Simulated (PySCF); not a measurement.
**Correlation energy of Ta (tantalum, neutral)**

[Xe] 4f14 5d4 6s1, 6s spin antiparallel (an excited configuration). Calculation: PySCF 2.14, in def2-QZVPPD with the def2 core potential (60 electrons); scalar relativity through the core potential. Frozen: nothing; 13 electrons correlated.

MP2 pair energies summed by pair of shells (mhartree):

```tsv
pair	energy	share (%)
5p-5d	-105.13	32.3
5p-5p	-92.65	28.5
5d-6s	-35.26	10.8
5d-5d	-34.48	10.6
5s-5p	-29.83	9.2
5s-5d	-11.60	3.6
5p-6s	-10.63	3.3
5s-5s	-5.33	1.6
5s-6s	-0.50	0.2
```

Total MP2 correlation energy: -325.43 mhartree.

Same-spin part -104.49 and opposite-spin part -220.94 mhartree; SCS-MP2 scales them by 1/3 and 6/5 to -299.96 mhartree.

The basis has no tight functions for the innermost shells, so their pair energies are far from complete.

This basis was not built for core-valence correlation, so the inner-shell part is incomplete.
